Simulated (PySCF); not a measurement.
Isomers of C3H7Al and their computed core-level spectra.

Theory: delta-SCF UKS SCAN, pcX-2 on the ionised atom, pcseg-1 elsewhere, spin-free X2C in PySCF 2.14.0. Geometries: PBE0-D3(BJ)/def2-SVP; isolated species, one conformer each.

Line lists (1s up to Mg, 2p3/2 beyond, nothing for Al; areas count atoms within a level, one atom standing for each set equivalent by bonding):
1. C 1s: 289.80 (area 1), 290.16 (area 1), 290.68 (area 1) eV
2. C 1s: 289.66 (area 1), 289.68 (area 1), 290.52 (area 1) eV
3. C 1s: 289.78 (area 1), 290.65 (area 2) eV

Structures:
A. `C=[C](C)[AlH2]`
B. `C=[CH][AlH][CH3]`
C. `[AlH2][CH]1CC1`

Task: Which list belongs to which compound?

Result: 
- 1 = A: another candidate has the same counts of sites, so positions decide. C 1s: 289.80 fully substituted alkene carbon, 290.16 terminal =CH2 carbon, 290.68 allylic carbon.
- 2 = B: another candidate has the same counts of sites, so positions decide. C 1s: 289.66 alkene CH carbon, 289.68 methyl carbon, 290.52 terminal =CH2 carbon.
- 3 = C: no other candidate has these counts of sites. C 1s: 289.78 three-membered-ring carbon, 290.65 three-membered-ring carbon (×2).
